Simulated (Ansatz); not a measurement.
A structure relaxed at PBE-D4/def2-TZVP in Ansatz, charge 1, singlet:

```xyz
3

Cu    0.383    0.824    1.068
Cu    0.549    0.571   -1.182
Al   -0.932   -1.395    0.114
```

Question: Give its formula and point group.

Answer: the cluster AlCu2⁺. Point group Cs (tolerance 0.1 Å).

Question: Summarise the bond lengths by kind (pairs closer than 1.2 times the sum of covalent radii, bridged metal pairs left out).

Answer: 2 × Al–Cu 2.75 to 2.78 Å; 1 × Cu–Cu 2.27 Å.

The restricted singlet is unstable towards broken spin symmetry in Hartree–Fock (as tested in another run); at PBE-D4/def2-TZVP this wasn't settled. Another isomer (singlet) lies 0.62 eV lower at PBE0-D4/def2-TZVP; other spin states weren't run for this one.
